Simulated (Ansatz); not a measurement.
Consider the formal exchange of groups at the Si–Cl bond: `O[Si]([SiH3])(S)Cl` + `OC(O)(O)[SiH3]` → `O[Si]([SiH3])([SiH3])S` + `OC(O)(O)Cl`.

Calculated with Ansatz (gas phase, PBE0-D4/def2-TZVP geometries, no zero-point term in ΔE). CCSD(T)/CBS adds triple-zeta CCSD(T) − MP2 to the extrapolated MP2 energy (def2 sets, frozen cores). Functionals use def2-TZVPP. B3LYP here is the variant with VWN-RPA as its local correlation; programs differ in this. One conformer a species, not always the lowest.

```
             level  ΔE (eV)
          B3LYP-D4     1.16
            B2PLYP     1.22
             B3LYP     1.16
     HF/def2-TZVPP     1.31
SCS-MP2/def2-TZVPP     1.30
   CCSD/def2-TZVPP     1.25
SCS-MP2/def2-QZVPP     1.33
     MP2/CBS(def2)     1.34
```

(1) What does CCSD(T)/CBS give? (Estimate.)

Largest T1 diagnostic among the species: 0.013.

## Answers

(1) The calculation gave: +1.26 eV. The listed levels differ from it by -0.10, -0.04, -0.10, 0.05, 0.04, -0.01, 0.07, 0.08 eV.

From PBE to PBE0 (25 % exact exchange), in def2-TZVPP and without D4, ΔE moves by +0.07 eV.
